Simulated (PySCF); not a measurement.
## Shapes and spin states of FMoN

Method: PySCF, PBE0, basis Mo def2-TZVP with ECP28, N def2-TZVP, F def2-TZVP (scalar-relativistic core potentials, no spin–orbit coupling, density fitting).

Relaxations began from a few typed shapes and spin states; open shells are unrestricted. The search is not exhaustive: other isomers or separated fragments can lie lower, and high-lying points may rest on an excited occupation.

(1) Order these stationary points by electronic energy, lowest first, in kJ/mol from the lowest minimum.
A. triplet C∞v: Mo–F 2.013 Å, Mo–N 1.627 Å; F–Mo–N 180.0°
B. singlet (closed shell, unstable to spin polarisation) Cs: Mo–F 1.931 Å, Mo–N 1.607 Å; F–Mo–N 122.3°
C. triplet Cs: Mo–F 1.904 Å, Mo–N 1.617 Å; F–Mo–N 114.8°
D. singlet (closed shell, unstable to spin polarisation) C∞v: Mo–F 2.021 Å, Mo–N 1.615 Å; F–Mo–N 180.0°

(2) Which of them are minima?

Answers

(1) C (0.0), A (47.0), B (102.2), D (154.0).

(2) By energy in kJ/mol, 0.0: minimum; 47.0: saddle point, 2 imaginary modes; 102.2: minimum of the closed-shell surface only; 154.0: saddle point, 2 imaginary modes.

Formally Mo is in oxidation state +4, d2, with 2 unpaired electrons (the high-spin count). The Mulliken spin on Mo is 2.31. The polar-tensor charge on Mo, 1.34, is far below the formal one.

For the lowest minimum: open d and f shells are described by one determinant, and the ground state may have another occupation or spin.
